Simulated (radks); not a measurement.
Values are calculated unless marked as measured or tabulated.
Rh IV, configuration [Kr] 4d4 5s2 (not the ground configuration). Level of theory: scalar-relativistic Kohn-Sham, r2SCAN, spin-polarised, spherical densities, finite nucleus; open shells are filled with parallel spins first (spin-orbit coupling, left out, can overturn this in heavy ions); meta-GGA in the generalised Kohn-Sham scheme; Fermi nuclear charge, rms radius 4.4945 fm (a radial shooting solver on a logarithmic mesh with Libxc functionals).

Unscreened Slater integrals over Kohn-Sham orbitals (hartree). They are taken over the spin-up orbitals.

integral,value
"F0(5s,5s)",0.38898
"F0(5s,4d)",0.46477
"G2(5s,4d)",0.075588
"F0(5s,4p)",0.48018
"G1(5s,4p)",0.039090
"F0(5s,4s)",0.48538
"G0(5s,4s)",0.026450
"F0(4d,4d)",0.70208
"F2(4d,4d)",0.35806
"F4(4d,4d)",0.23700
"F0(4d,4p)",0.76806
"F2(4d,4p)",0.38823
"G1(4d,4p)",0.49020
"G3(4d,4p)",0.30244
"F0(4d,4s)",0.79139
"G2(4d,4s)",0.36502
"F0(4p,4p)",0.85780
"F2(4p,4p)",0.45372
"F0(4p,4s)",0.89125
"G1(4p,4s)",0.60841
"F0(4s,4s)",0.92965

Derived for the open shells (J is the average intra-shell exchange parameter used in DFT+U). 4d: Racah B = F2/49 - 5 F4/441 = 0.004620 hartree, C = 35 F4/441 = 0.01881 hartree, C/B = 4.07, F4/F2 = 0.662, J = (F2 + F4)/14 = 0.04250 hartree.
